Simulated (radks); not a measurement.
Species: Cs-. Configuration: [Xe] 6s2.

Calculated with a radial shooting solver on a logarithmic mesh with Libxc functionals: scalar-relativistic Kohn-Sham, r2SCAN, spin-polarised, spherical densities, finite nucleus; meta-GGA in the generalised Kohn-Sham scheme; Fermi nuclear charge, rms radius 4.8041 fm; hard spherical wall at 2 bohr.

Energy parts (Ry):
| part | energy |
|---|---|
| total | -15504.2884 |
| kinetic | 16620.4715 |
| electron-nucleus | -38203.6248 |
| Hartree | 6474.8572 |
| exchange-correlation | -395.9924 |

Orbitals (lengths in bohr, moments of r in powers of bohr; r(90%) holds 90 % of the orbital's charge):
1s: occ. 2; eigenvalue (Ry) -2626.593; <r> 0.02611; <r^2> 0.0009256; r(90%) 0.0470; <1/r> 59.39
2s: occ. 2; eigenvalue (Ry) -406.2940; <r> 0.1121; <r^2> 0.01484; r(90%) 0.173; <1/r> 13.65
2p: occ. 6; eigenvalue (Ry) -363.3151; <r> 0.09826; <r^2> 0.01179; r(90%) 0.160; <1/r> 13.00
3s: occ. 2; eigenvalue (Ry) -78.82309; <r> 0.2991; <r^2> 0.1023; r(90%) 0.439; <1/r> 4.921
3p: occ. 6; eigenvalue (Ry) -64.91992; <r> 0.2975; <r^2> 0.1027; r(90%) 0.446; <1/r> 4.662
3d: occ. 10; eigenvalue (Ry) -44.49789; <r> 0.2748; <r^2> 0.08930; r(90%) 0.431; <1/r> 4.407
4s: occ. 2; eigenvalue (Ry) -9.78644; <r> 0.7115; <r^2> 0.5722; r(90%) 1.03; <1/r> 1.961
4p: occ. 6; eigenvalue (Ry) -5.44625; <r> 0.7631; <r^2> 0.6621; r(90%) 1.12; <1/r> 1.788
4d: occ. 10; eigenvalue (Ry) 0.86277; <r> 0.8631; <r^2> 0.8515; r(90%) 1.30; <1/r> 1.512
5s: occ. 2; eigenvalue (Ry) 5.29574; <r> 1.245; <r^2> 1.698; r(90%) 1.65; <1/r> 1.102
5p: occ. 6; eigenvalue (Ry) 7.29587; <r> 1.246; <r^2> 1.721; r(90%) 1.67; <1/r> 1.122
5d: occ. 0; eigenvalue (Ry) 10.76952; <r> 1.206; <r^2> 1.668; r(90%) 1.69; <1/r> 1.196
6s: occ. 2; eigenvalue (Ry) 20.98498; <r> 1.187; <r^2> 1.645; r(90%) 1.76; <1/r> 1.338
6p: occ. 0; eigenvalue (Ry) 23.34989; <r> 1.169; <r^2> 1.610; r(90%) 1.76; <1/r> 1.356
7s: occ. 0; eigenvalue (Ry) 43.96614; <r> 1.144; <r^2> 1.569; r(90%) 1.80; <1/r> 1.498

The highest occupied level is 6s at 285.52 eV. The configuration is held as typed, so some empty levels lie below it. The pressure on the wall is 40900 GPa. The electron density at the nucleus is 3.074e+05 e/bohr^3 (large components only). Summed over all electrons, <r^2> = 32.46 bohr^2, which gives a Langevin (diamagnetic) susceptibility term of -25.7 x 10^-6 cm^3/mol. The density falls to 0.001 e/bohr^3 at r = 1.98 bohr.
